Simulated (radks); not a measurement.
Effect of the nuclear size on neutral titanium, [Ar] 3d2 4s2. Calculated with a radial shooting solver on a logarithmic mesh with Libxc functionals: Dirac Kohn-Sham, exchange-only LDA, spin-unpolarised, spherical densities, finite nucleus; open shells are shared between the two j in proportion to 2j + 1; Fermi nuclear charge, rms radius 3.5921 fm. The rms radius is varied about that value; shifts are against it.

| rms radius (fm) | total energy shift (eV) | density at nucleus (e/bohr^3) | 1s1/2 shift (meV) | 2s1/2 shift (meV) | 3s1/2 shift (meV) |
|---|---|---|---|---|---|
| 2.906 | -0.0168 | 8498 | -7.10 | -0.589 | -0.076 |
| 3.4305 | -0.00426 | 8454 | -1.80 | -0.150 | -0.019 |
| 3.5921 | 0 | 8442 | 0.000 | 0.000 | 0.000 |
| 3.7502 | 0.00436 | 8431 | 1.84 | 0.153 | 0.020 |
| 4.3967 | 0.0241 | 8390 | 10.2 | 0.844 | 0.109 |

Slopes of the eigenvalues against <r^2> in GHz/fm^2, as finite differences over the two radii next to the reference (eigenvalue slopes, not the field-shift constants of lines): 1s1/2 384, 2s1/2 31.9, 3s1/2 4.13.
